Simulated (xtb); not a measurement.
trichloro(fluoromethyl)silane (CH₂Cl₃FSi), SMILES FC[Si](Cl)(Cl)Cl. All values are semi-empirical tight-binding results from xtb (GFN2-xTB unless named), good for trends rather than for accurate numbers. Coordinates come from a GFN2-xTB optimisation. The values are those of a single conformer.

```
Item                                                  Result
---------------------------------------------  -------------
point group as xtb finds it                               Cs
orbital gap                                          6.44 eV
dipole moment                                         1.44 D
zero-point energy                              21.2 kcal/mol
G − E(el) at 298.15 K (modified RRHO)          -0.8 kcal/mol
static polarisability (D4 model)                  84.7 bohr³
solvation energy, GFN2-xTB/ALPB(water)         -2.3 kcal/mol
solvation energy, GFN2-xTB/ALPB(acetonitrile)  -4.8 kcal/mol
```
